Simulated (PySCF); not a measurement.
# Correlation energy of Yb²⁺ (ytterbium, charge +2)

[Xe] 4f13 6p1, one real determinant (an excited configuration). Calculation: PySCF 2.14, in cc-pVDZ-X2C (8s7p5d3f1g, 84 functions); scalar relativity by spin-free X2C-1e. Frozen: [Kr] 4d10; 22 electrons correlated.

```tsv
level	correlation energy (mhartree)
CCSD	-770.09
(T)	-20.74
CCSD(T)	-790.83
```

Diagnostics: T1 = 0.0091, D1 = 0.0318, largest double amplitude 0.024.

Problem. Is a single reference adequate?

Solution. Yes, within this model without spin-orbit coupling: T1 lies below 0.03 and no double amplitude reaches 0.07.

The reference is one real determinant that mixes LS terms of this configuration.
